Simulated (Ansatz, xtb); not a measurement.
## Relative energy of two isomers of C4H6Cl2Si

Structure I is `Cl/C=C1/CC[Si@@H]1Cl`, a singlet and structure II is `Cl[SiH2]C1=C(Cl)CC1`, a singlet. Both are isolated molecules in the gas phase, relaxed with PBE0-D3(BJ)/def2-SVP; the shapes shown needn't be the lowest conformers.

I (Å):

```yaml
atoms:
  - { symbol: C, position_ang: [-0.9233, 1.6706, -0.8905] }
  - { symbol: C, position_ang: [-0.6469, 0.9307, 0.1801] }
  - { symbol: C, position_ang: [0.7054, 0.4833, 0.7318] }
  - { symbol: C, position_ang: [0.2512, -0.6235, 1.7324] }
  - { symbol: Cl, position_ang: [-2.5376, 2.0358, -1.3808] }
  - { symbol: Cl, position_ang: [-2.8713, -1.5125, 0.8171] }
  - { symbol: Si, position_ang: [-1.5405, -0.0715, 1.4763] }
  - { symbol: H, position_ang: [-0.1667, 2.1062, -1.5516] }
  - { symbol: H, position_ang: [1.2102, 1.3133, 1.2546] }
  - { symbol: H, position_ang: [1.3999, 0.1208, -0.0441] }
  - { symbol: H, position_ang: [0.4266, -1.6370, 1.3417] }
  - { symbol: H, position_ang: [0.6908, -0.5600, 2.7374] }
  - { symbol: H, position_ang: [-2.2187, 0.6743, 2.5735] }
```

II (Å):

```xyz
13

C    -0.4021    0.2037    0.8180
C    -0.3323    0.0080    2.1490
C    -1.3283    1.0539    2.5443
C    -1.4355    1.3084    1.0119
Cl   -0.3239    0.4121   -2.3309
Cl    0.5844   -1.0738    3.1082
Si    0.4232   -0.5594   -0.6576
H     0.1094   -2.0103   -0.7804
H     1.9002   -0.3698   -0.6271
H    -2.2420    0.6755    3.0288
H    -0.9247    1.8889    3.1382
H    -2.4253    1.0974    0.5783
H    -1.1098    2.3088    0.6874
```

Quicker runs give these differences E(II) − E(I): GFN2-xTB −6.7 kcal/mol; HF/STO-3G +6.1 kcal/mol (at GFN2-xTB geometries); r2SCAN-D4/def2-SVP +6.5 kcal/mol (at GFN2-xTB geometries).

Q: Which of the two would you expect CCSD(T)/def2-SVP + ΔMP2/def2-TZVPP electronic energies to favour?

A: Structure I; the calculation gives E(II) − E(I) = +8.5 kcal/mol.

The same difference at several levels:

```json
{"level": "GFN2-xTB", "geometry": "GFN2-xTB", "E(II) − E(I) (kcal/mol)": "−6.7", "departure from the last row (kcal/mol)": "−15.2", "job, with rough time for the two": "optimisation, 0.24 s"}
{"level": "HF/STO-3G", "geometry": "GFN2-xTB", "E(II) − E(I) (kcal/mol)": "+6.1", "departure from the last row (kcal/mol)": "−2.4", "job, with rough time for the two": "single point, 0.46 s"}
{"level": "r2SCAN-D4/def2-SVP", "geometry": "GFN2-xTB", "E(II) − E(I) (kcal/mol)": "+6.5", "departure from the last row (kcal/mol)": "−1.9", "job, with rough time for the two": "single point, 5.1 s"}
{"level": "PBE0-D3(BJ)/def2-SVP", "geometry": "PBE0-D3(BJ)/def2-SVP", "E(II) − E(I) (kcal/mol)": "+7.7", "departure from the last row (kcal/mol)": "−0.8", "job, with rough time for the two": "optimisation, 61 s"}
{"level": "HF/def2-SVP", "geometry": "PBE0-D3(BJ)/def2-SVP", "E(II) − E(I) (kcal/mol)": "+6.3", "departure from the last row (kcal/mol)": "−2.1", "job, with rough time for the two": "part of the CCSD(T) run"}
{"level": "MP2/def2-SVP", "geometry": "PBE0-D3(BJ)/def2-SVP", "E(II) − E(I) (kcal/mol)": "+5.5", "departure from the last row (kcal/mol)": "−3.0", "job, with rough time for the two": "part of the CCSD(T) run"}
{"level": "CCSD(T)/def2-SVP", "geometry": "PBE0-D3(BJ)/def2-SVP", "E(II) − E(I) (kcal/mol)": "+6.2", "departure from the last row (kcal/mol)": "−2.2", "job, with rough time for the two": "single point"}
{"level": "CCSD(T)/def2-SVP + ΔMP2/def2-TZVPP", "geometry": "PBE0-D3(BJ)/def2-SVP", "E(II) − E(I) (kcal/mol)": "+8.5", "departure from the last row (kcal/mol)": "", "job, with rough time for the two": "single point, 78 s"}
```

As drawn, II has 1 C–C, 1 Si–H in place of 1 C–Si, 1 C–H.

GFN2-xTB puts the two in the other order. The largest departure from CCSD(T)/def2-SVP + ΔMP2/def2-TZVPP is that of GFN2-xTB, 15.2 kcal/mol. The last row adds to CCSD(T) the change of the MP2 difference between the two basis sets, here +2.2 kcal/mol.

With thermal terms from frequencies at re-optimised GFN2-xTB minima (ideal gas, soft modes damped towards free rotors, one conformer each, 298.15 K, 1 atm): the zero-point term adds −1.4 kcal/mol; ΔH is +7.1 and ΔG +6.9 kcal/mol.

The correlated steps freeze 19 core orbitals. Mirror images aren't counted in ΔG. Programs: Ansatz 0.2.0, xtb 6.7.1; the last row on 4 threads of Arm Neoverse V1 on a shared host.
